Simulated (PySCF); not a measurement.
Electron correlation in Ar (argon, neutral)

[Ar], closed-shell 1S. Computed with PySCF 2.14 in cc-pV(T+d)Z, with the non-relativistic Hamiltonian (point nucleus). Frozen: [Ne]; 8 electrons correlated.

MP2 pair energies summed by pair of shells (mhartree):

| pair | energy | share (%) |
| --- | --- | --- |
| 3p-3p | -151.91 | 73.4 |
| 3s-3p | -46.21 | 22.3 |
| 3s-3s | -8.93 | 4.3 |

Total MP2 correlation energy: -207.04 mhartree.

Same-spin part -52.20 and opposite-spin part -154.85 mhartree; SCS-MP2 scales them by 1/3 and 6/5 to -203.21 mhartree.

```tsv
level	correlation energy (mhartree)
CCSD	-225.48
(T)	-6.84
CCSD(T)	-232.32
```

Diagnostics: T1 = 0.0022, D1 = 0.0033, largest double amplitude 0.051.

Cost of the coupled-cluster step: 0.28 s of wall time on 1 thread of Neoverse-N1 (shared host), for 8 correlated electrons.

Iterations:

```
CC2 = 0
CCSD nocc = 4, nmo = 34
frozen orbitals [0, 1, 2, 3, 4]
max_cycle = 100
direct = 0
conv_tol = 1e-08
conv_tol_normt = 1e-06
diis_space = 8
diis_start_cycle = 0
Init t2, MP2 energy = -527.020175695468  E_corr(MP2) -0.207041895348173
Init E_corr(CCSD) = -0.207041895358363
cycle = 1  E_corr(CCSD) = -0.221759042736876  dE = -0.0147171474  norm(t1,t2) = 0.0221162
cycle = 2  E_corr(CCSD) = -0.224657529288042  dE = -0.00289848655  norm(t1,t2) = 0.00578979
cycle = 3  E_corr(CCSD) = -0.225510095747233  dE = -0.000852566459  norm(t1,t2) = 0.00177233
cycle = 4  E_corr(CCSD) = -0.225485317020653  dE = 2.47787266e-05  norm(t1,t2) = 0.000173654
cycle = 5  E_corr(CCSD) = -0.225481566517158  dE = 3.75050349e-06  norm(t1,t2) = 1.89428e-05
cycle = 6  E_corr(CCSD) = -0.225482266796703  dE = -7.00279545e-07  norm(t1,t2) = 4.56248e-06
cycle = 7  E_corr(CCSD) = -0.225482283544858  dE = -1.67481555e-08  norm(t1,t2) = 9.12655e-07
cycle = 8  E_corr(CCSD) = -0.225482248547361  dE = 3.49974978e-08  norm(t1,t2) = 1.11439e-07
cycle = 9  E_corr(CCSD) = -0.225482249886109  dE = -1.33874814e-09  norm(t1,t2) = 2.4968e-08
CCSD converged
E(CCSD) = -527.0386160500054  E_corr = -0.2254822498861087
CCSD(T) correction = -0.00684302129482817
```
